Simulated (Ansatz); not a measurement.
CH6SSi2 (`S[SiH]1C[SiH2]1`) at its PBE0-D4/def2-TZVP geometry, where that method's forces vanish. The species carries charge 0 and has multiplicity 1.

| atom | x (Å) | y (Å) | z (Å) |
| --- | --- | --- | --- |
| S1 | -1.136 | -2.321 | 0.130 |
| Si2 | 0.310 | -0.796 | 0.449 |
| C3 | -0.281 | 0.999 | 0.345 |
| Si4 | 0.729 | 0.638 | -1.225 |
| H5 | -1.703 | -2.220 | 1.347 |
| H6 | 1.284 | -1.087 | 1.528 |
| H7 | 0.148 | 1.700 | 1.059 |
| H8 | -1.347 | 1.165 | 0.212 |
| H9 | -0.030 | 0.582 | -2.495 |
| H10 | 2.027 | 1.341 | -1.350 |

**Question.** For each bond, give half the difference of the two atoms' forces along it (eV/Å; positive pushes the atoms apart) under PBE-D4, r2SCAN-D4, B3LYP-D4, ωB97M-V in def2-TZVPP. (Estimate.)

**Answer.** Ansatz gave: 
| bond | length (Å) | PBE-D4 | r2SCAN-D4 | B3LYP-D4 | ωB97M-V |
| --- | --- | --- | --- | --- | --- |
| S1–Si2 | 2.126 | 0.07 | 0.03 | 0.16 | 0.11 |
| S1–H5 | 1.346 | 0.27 | 0.02 | -0.02 | -0.10 |
| Si2–C3 | 1.892 | 0.08 | 0.04 | 0.10 | -0.01 |
| Si2–Si4 | 2.244 | 0.11 | 0.06 | 0.13 | 0.04 |
| Si2–H6 | 1.482 | 0.04 | -0.03 | -0.16 | -0.16 |
| C3–Si4 | 1.901 | 0.09 | 0.06 | 0.18 | 0.05 |
| C3–H7 | 1.089 | 0.08 | -0.03 | -0.08 | -0.04 |
| C3–H8 | 1.088 | 0.10 | -0.02 | -0.08 | -0.04 |
| Si4–H9 | 1.481 | 0.04 | -0.03 | -0.10 | -0.11 |
| Si4–H10 | 1.482 | 0.04 | -0.04 | -0.11 | -0.12 |

B3LYP here is the variant with VWN-RPA as its local correlation; programs differ in this.
